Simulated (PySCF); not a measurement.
Isomers of C8H7F.

All values: CAM-B3LYP/def2-SVPD (PySCF) at GFN2-xTB geometries, gas phase, one conformer each. Core orbitals are frozen in the response; Δα² is half the sum of the squared differences of the principal polarisabilities.

Question: Rank by HOMO–LUMO gap, highest first.
A. `C(/C#CC#C)(C)=C(\F)C`
B. `[CH2:1]=[CH:2][c:3]1[cH:4][cH:5][c:6]([F:7])[cH:8][cH:9]1` with C1–C2–C3–C4 180° (4-fluorostyrene)
C. `[CH:1]#[C:2]/[C:3]([F:4])=[CH:5]/[CH:6]=[CH:7]/[CH:8]=[CH2:9]` with C3–C5–C6–C7 180°, C6–C7–C8–C9 180°
D. `[CH2:1]=[C:2]1[CH:3]=[CH:4]/[C:5]1=[CH:6]/[CH:7]=[CH:8]\[F:9]` with C5–C6–C7–C8 180°

Answer: B (7.67 eV), A (7.51 eV), D (7.10 eV), C (6.29 eV).

Question: Rank by polarisability anisotropy Δα, lowest first.
A. `[CH:1]#[C:2]/[C:3]([F:4])=[CH:5]/[CH:6]=[CH:7]\[CH:8]=[CH2:9]` with C3–C5–C6–C7 180°, C6–C7–C8–C9 180°
B. `C#CC#C/C(C)=C(\C)F`
C. `[CH2:1]=[CH:2][c:3]1[cH:4][cH:5][c:6]([F:7])[cH:8][cH:9]1` with C1–C2–C3–C4 180°
D. `[CH2:1]=[C:2]1[CH:3]=[CH:4]/[C:5]1=[CH:6]/[CH:7]=[CH:8]\[F:9]` with C5–C6–C7–C8 180°
E. `[CH:1]#[C:2]/[C:3]([F:4])=[CH:5]/[CH:6]=[CH:7]/[CH:8]=[CH2:9]` with C3–C5–C6–C7 180°, C6–C7–C8–C9 180°
F. `C=C(F)C#CC#CCC`

Answer: C (10.72 Å³), D (13.58 Å³), B (15.34 Å³), F (20.04 Å³), A (22.79 Å³), E (26.73 Å³).

All values together:

| SMILES | μ (D) | HOMO (eV) | LUMO (eV) | α (Å³) | Δα (Å³) |
| --- | --- | --- | --- | --- | --- |
| C#C/C(F)=C/C=C/C=C | 1.72 | -7.34 | -1.05 | 19.07 | 26.73 |
| C=C1C=C/C1=C\C=C/F | 2.11 | -7.45 | -0.29 | 16.09 | 14.38 |
| C#C/C(F)=C/C=C\C=C | 1.82 | -7.38 | -1.02 | 18.26 | 22.79 |
| C=C1C=C/C1=C/C=C\F | 1.53 | -7.42 | -0.32 | 15.94 | 13.58 |
| C=Cc1ccc(F)cc1 | 1.52 | -7.81 | -0.14 | 14.12 | 10.72 |
| C#CC#C/C(C)=C(\C)F | 0.65 | -7.75 | -0.24 | 15.91 | 15.34 |
| C=C(F)C#CC#CCC | 2.97 | -7.97 | -0.51 | 16.89 | 20.04 |

Conformers: `[CH:1]#[C:2]/[C:3]([F:4])=[CH:5]/[CH:6]=[CH:7]/[CH:8]=[CH2:9]` with C3–C5–C6–C7 180°, C6–C7–C8–C9 180°; `[CH2:1]=[C:2]1[CH:3]=[CH:4]/[C:5]1=[CH:6]\[CH:7]=[CH:8]/[F:9]` with C5–C6–C7–C8 180°; `[CH:1]#[C:2]/[C:3]([F:4])=[CH:5]/[CH:6]=[CH:7]\[CH:8]=[CH2:9]` with C3–C5–C6–C7 180°, C6–C7–C8–C9 180°; `[CH2:1]=[C:2]1[CH:3]=[CH:4]/[C:5]1=[CH:6]/[CH:7]=[CH:8]\[F:9]` with C5–C6–C7–C8 180°; `[CH2:1]=[CH:2][c:3]1[cH:4][cH:5][c:6]([F:7])[cH:8][cH:9]1` with C1–C2–C3–C4 180°.
